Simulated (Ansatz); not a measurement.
`[O]=[W](=[O])([OH])[OH]` + CH₄ → `[CH3][W](=[O])(=[O])[OH]` + H₂O at 700 K and 1 bar (formal exchange of groups at a W–O bond).

Gas-phase electronic energies from Ansatz, PBE0-D4/def2-TZVP geometries. CBS: MP2 limit from def2 TZ/QZ plus the TZ coupled-cluster correction, frozen cores. This one scheme is used for every species. Elements past krypton have def2 core potentials. For W outer-core shells are correlated without core-valence functions, which leaves a few kJ/mol of doubt a bond. Each species was taken in one conformer, which may not be the lowest.

| species | CCSD(T)/CBS energy (Eh) | H − E (kJ/mol) | S (J/(mol·K)) |
| --- | --- | --- | --- |
| `[O]=[W](=[O])([OH])[OH]` | -369.04161 | 154.5 | 438.9 |
| CH₄ | -40.46206 | 145.9 | 224.0 |
| `[CH3][W](=[O])(=[O])[OH]` | -333.08568 | 220.8 | 467.6 |
| H₂O | -76.37941 | 80.5 | 218.4 |

H − E and S are ideal-gas, rigid-rotor, harmonic terms from PBE0-D4/def2-TZVP, for one conformer and one mirror image of each species. 1 Eh = 2625.50 kJ/mol, R = 8.31446 J/(mol·K).

Problem. By hand: ΔE, ΔH, ΔS and ΔG.

Solution. ΔE = (-333.08568) + (-76.37941) − (-369.04161) − (-40.46206) = 0.03858 Eh = 101.3 kJ/mol. Δ(H − E) = 220.8 + 80.5 − 154.5 − 145.9 = 0.9, so ΔH = 102.2 kJ/mol. ΔS = 467.6 + 218.4 − 438.9 − 224.0 = 23.1 J/(mol·K). ΔG = 102.2 − 700 × (23.1)/1000 = 86.0 kJ/mol.

Problem. By hand: the equilibrium constant, and the temperature at which ΔG would vanish if ΔH and ΔS stayed fixed.

Solution. log₁₀ K = −ΔG/(RT ln 10) = -6.4. ΔG = 0 at ΔH/ΔS = 4424 K, far beyond where these terms or the molecules hold.

ΔH outweighs TΔS. A doubt of 5 kJ/mol in ΔE shifts log₁₀ K by 0.4 here. Other conformers and mirror images would add mixing entropy, several J/(mol·K) or more a flexible species. These are equilibria of isolated gas molecules and say nothing of rates. Largest T1 diagnostic: 0.023 (customary marks: 0.02 for closed shells, 0.045 for open ones).
